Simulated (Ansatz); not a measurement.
Ansatz results at the PBE0-D4/def2-TZVP geometry: LUMO energy (PBE/def2-TZVPP) -2.14 eV; HOMO–LUMO gap (B3LYP/def2-TZVPP) 5.56 eV; HOMO–LUMO gap (PBE0/def2-TZVPP) 5.96 eV.

Each molecule was computed in one conformer, which needn't be the lowest.

Which molecule gave them?
A. `C=C(C)C#CC`
B. `C[S][Al]([F])[SiH3]`
C. `[CH3][Al]([F])[S][SiH3]`
D. `Cl[SiH]1CS1`

B. The others give `Cl[SiH]1CS1`: -1.27, 6.49, 6.97; `C=C(C)C#CC`: -1.36, 5.73, 6.14; `[CH3][Al]([F])[S][SiH3]`: -1.42, 6.71, 7.17.

B3LYP here is the variant with VWN-RPA as its local correlation; programs differ in this.
